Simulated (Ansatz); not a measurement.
A nudged elastic band was laid between two geometries of CH5PSSi (9 atoms, charge 0, multiplicity 1).

The calculation used RKS B3LYP-D4/6-31G in Ansatz.

* movable images: 7
* climbing image: yes
* spring: 5.0 eV/Å²
* optimiser: quadratic models (default)
* start path: IDPP
* force threshold: 0.05 eV/Å
* iteration limit: 60
* end points: relaxed

Image 0:

```xyz
9
Properties=species:S:1:pos:R:3
P -1.754 1.100 0.551
Si -0.205 -0.606 0.360
C 1.584 -0.156 -0.038
S 0.804 -1.110 -1.580
H -2.829 0.451 -0.172
H -1.279 1.850 -0.591
H -0.459 -1.739 1.299
H 1.833 0.874 -0.274
H 2.393 -0.711 0.428
```

Image 8:

```xyz
9
Properties=species:S:1:pos:R:3
P -1.554 1.281 -0.395
Si -0.119 -0.516 -0.100
C 1.574 -0.113 0.631
S 1.770 -0.441 -1.302
H -2.605 0.776 0.473
H -2.177 0.782 -1.605
H -0.687 -1.877 0.152
H 1.796 0.916 0.896
H 2.091 -0.854 1.233
```

(1) Which bonds break or form, and what moves?

(2) Give the energies along the band, and the barrier.

(3) What is the geometry of the highest image?

(4) What are the harmonic wavenumbers there?

Answers

(1) No bond is made or broken. The dihedral H6–P1–Si2–H7 goes from -173 to -63°.

(2) The run converged. The highest image is number 5 of 0 to 8, 1.0 kcal/mol above the first end and 0.3 kcal/mol above the last; the last end lies 0.7 kcal/mol above the first. A vibrational analysis at the climbing image gives one clearly imaginary mode, 101i cm⁻¹: a first-order saddle point. Limits of this set-up: no polarisation functions.

```json
{"image": "0", "path coordinate (Å)": "0.00", "energy (kcal/mol)": "0.0", "dihedral H6–P1–Si2–H7 (°)": "-173"}
{"image": "1", "path coordinate (Å)": "0.36", "energy (kcal/mol)": "0.1", "dihedral H6–P1–Si2–H7 (°)": "-161"}
{"image": "2", "path coordinate (Å)": "0.73", "energy (kcal/mol)": "0.3", "dihedral H6–P1–Si2–H7 (°)": "-148"}
{"image": "3", "path coordinate (Å)": "1.09", "energy (kcal/mol)": "0.7", "dihedral H6–P1–Si2–H7 (°)": "-135"}
{"image": "4", "path coordinate (Å)": "1.45", "energy (kcal/mol)": "0.9", "dihedral H6–P1–Si2–H7 (°)": "-121"}
{"image": "5", "path coordinate (Å)": "1.81", "energy (kcal/mol)": "1.0", "dihedral H6–P1–Si2–H7 (°)": "-107"}
{"image": "6", "path coordinate (Å)": "2.18", "energy (kcal/mol)": "0.9", "dihedral H6–P1–Si2–H7 (°)": "-92"}
{"image": "7", "path coordinate (Å)": "2.54", "energy (kcal/mol)": "0.7", "dihedral H6–P1–Si2–H7 (°)": "-78"}
{"image": "8", "path coordinate (Å)": "2.90", "energy (kcal/mol)": "0.7", "dihedral H6–P1–Si2–H7 (°)": "-63"}
```

(3) 
```xyz
9
Properties=species:S:1:pos:R:3:forces:R:3
P -1.649 1.246 -0.029 0.00 0.02 0.02
Si -0.168 -0.540 0.017 0.05 0.00 0.02
C 1.607 -0.157 0.533 -0.03 0.02 0.01
S 1.564 -0.525 -1.407 -0.02 -0.01 -0.01
H -2.851 0.446 0.099 -0.01 0.01 -0.02
H -1.738 1.368 -1.467 -0.01 -0.02 -0.01
H -0.734 -1.868 0.406 0.01 -0.01 -0.02
H 1.871 0.875 0.747 0.02 0.00 0.00
H 2.188 -0.891 1.082 -0.01 -0.01 -0.01
```

(4) 101i, 131, 169, 373, 461, 511, 549, 664, 690, 745, 796, 860, 942, 1061, 1102, 1461, 2190, 2270, 2301, 3165, 3265 cm⁻¹.

Run time: 62 s on 1 CPU thread of a shared host.
